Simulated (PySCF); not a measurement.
A GIAO shielding run with PySCF (density fitting, non-relativistic, gas phase) on `B(C)(C)[C@H]1CC[CH2][AlH]1`, C6H14AlB:

```
$ OMP_NUM_THREADS=1 python probes_run.py task.json out

{"job": {"kind": "nmr", "xc": "PBE0", "basis": "pcSseg-1"}, "charge": 0, "multiplicity": 1}
C      2.723477     0.453800     0.628529
B      1.437890     0.107554    -0.232369
C      1.617405    -0.879792    -1.461728
C      0.077336     0.680956     0.162159
C     -1.149955     0.777950    -0.754088
C     -2.476088     0.561328    -0.005734
C     -2.428431    -0.737825     0.815134
Al    -0.570113    -0.709550     1.445481
H      3.359593    -0.424424     0.830251
H      3.349626     1.144522     0.033303
H      2.512489     0.959087     1.584341
H      0.691467    -1.179372    -1.976010
H      2.260207    -0.386592    -2.213525
H      2.165193    -1.792691    -1.170049
H      0.153129     1.544221     0.858342
H     -1.162739     1.753094    -1.270383
H     -1.067936     0.017697    -1.550890
H     -3.321056     0.576492    -0.716054
H     -2.638713     1.417886     0.674687
H     -2.556764    -1.614007     0.148841
H     -3.227712    -0.809823     1.568952
H      0.190121    -1.461253     2.621579
```

Hardware: 1 thread of an Arm Neoverse V2, shared host. The job also computes population analyses, field gradients, ring-centre shieldings.

Problem. How large is the calculation?

Solution. 68 electrons, 213 basis functions and 1119 auxiliary functions.

Problem. How long does it take, and how much memory does it need?

Solution. 33 s of wall time, with 13 SCF cycles and 5 response iterations; peak memory 1 GiB. Times on a shared host scatter by some tens of per cent.
